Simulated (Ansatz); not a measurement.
Mulliken charges of C$_{2}$H$_{5}$BF$_{2}$ (`FCBCF`) from r2SCAN/def2-TZVPP in Ansatz (PBE0-D4/def2-TZVP geometry).

```
atom   x (Å)   y (Å)   z (Å)  charge (e)
  F1   0.077  -2.558   0.092      -0.256
  C2   0.258  -1.268  -0.383       0.144
  B3  -0.263  -0.147   0.554      -0.033
  C4  -0.125   1.346   0.145       0.146
  F5   0.483   1.555  -1.089      -0.264
  H6   1.328  -1.118  -0.585       0.060
  H7  -0.229  -1.188  -1.366       0.061
  H8  -0.778  -0.392   1.605       0.027
  H9  -1.116   1.824   0.123       0.057
 H10   0.448   1.895   0.906       0.058
```

Problem. By hand: the dipole of these point charges (1 e Å = 4.8032 D).

Solution. Σ q r = (-0.113, 0.327, 0.196) e Å, of length 0.398 e Å = 1.91 D.

Problem. How does the dipole of the full density compare? (Estimate.)

Solution. Computed: (-0.076, 0.310, 0.124) e Å, 1.64 D; the point charges give 1.16 times that, at 10° from its direction.

Point charges leave out the atoms' own dipoles, such as those of lone pairs, and Mulliken's split depends on the basis, so the two needn't agree.
